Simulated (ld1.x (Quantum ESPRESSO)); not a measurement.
**Reading a pseudo-wave (technetium)**

Columns: radius, all-electron u(r) and pseudo u(r) of the 4d shell (level -7.38 eV) of technetium in the configuration [Ar] 3d10 4s2 4p6 4d5 5s1.5 5p0.5; PBEsol, scalar-relativistic, ultrasoft scheme, ld1.x (Quantum ESPRESSO) 7.5.

```json
{"r (bohr)": "0.152", "all-electron": "0.2780", "pseudo": "-0.0083"}
{"r (bohr)": "0.305", "all-electron": "0.3616", "pseudo": "-0.0618"}
{"r (bohr)": "0.458", "all-electron": "0.0998", "pseudo": "-0.1820"}
{"r (bohr)": "0.610", "all-electron": "-0.2277", "pseudo": "-0.3542"}
{"r (bohr)": "0.762", "all-electron": "-0.4949", "pseudo": "-0.5391"}
{"r (bohr)": "0.915", "all-electron": "-0.6735", "pseudo": "-0.6925"}
{"r (bohr)": "1.068", "all-electron": "-0.7704", "pseudo": "-0.7845"}
{"r (bohr)": "1.220", "all-electron": "-0.8061", "pseudo": "-0.8143"}
{"r (bohr)": "1.372", "all-electron": "-0.8012", "pseudo": "-0.8028"}
{"r (bohr)": "1.525", "all-electron": "-0.7709", "pseudo": "-0.7709"}
{"r (bohr)": "1.678", "all-electron": "-0.7262", "pseudo": "-0.7262"}
{"r (bohr)": "1.830", "all-electron": "-0.6748", "pseudo": "-0.6748"}
{"r (bohr)": "1.982", "all-electron": "-0.6210", "pseudo": "-0.6210"}
{"r (bohr)": "2.135", "all-electron": "-0.5674", "pseudo": "-0.5674"}
{"r (bohr)": "2.288", "all-electron": "-0.5160", "pseudo": "-0.5160"}
{"r (bohr)": "2.440", "all-electron": "-0.4679", "pseudo": "-0.4679"}
{"r (bohr)": "2.592", "all-electron": "-0.4232", "pseudo": "-0.4232"}
{"r (bohr)": "2.745", "all-electron": "-0.3819", "pseudo": "-0.3819"}
{"r (bohr)": "2.898", "all-electron": "-0.3440", "pseudo": "-0.3440"}
{"r (bohr)": "3.050", "all-electron": "-0.3098", "pseudo": "-0.3098"}
{"r (bohr)": "3.202", "all-electron": "-0.2786", "pseudo": "-0.2786"}
{"r (bohr)": "3.355", "all-electron": "-0.2503", "pseudo": "-0.2503"}
{"r (bohr)": "3.508", "all-electron": "-0.2246", "pseudo": "-0.2246"}
{"r (bohr)": "3.660", "all-electron": "-0.2016", "pseudo": "-0.2016"}
{"r (bohr)": "3.812", "all-electron": "-0.1808", "pseudo": "-0.1808"}
{"r (bohr)": "3.965", "all-electron": "-0.1619", "pseudo": "-0.1619"}
```

Task: How many radial nodes do the two functions have?

Result: The all-electron 4d function has n − l − 1 = 1; the pseudo-wave has 0, since the states of the same l below it are removed with the core.

Task: At about which radius was the pseudo-wave matched?

Result: 1.50 bohr, where the columns begin to agree (steps of 0.15 bohr).

Task: Is the pseudo-wave norm-conserving?

Result: No, it belongs to an ultrasoft set: the norm inside the radius is not constrained, and the difference is carried by the augmentation charge.
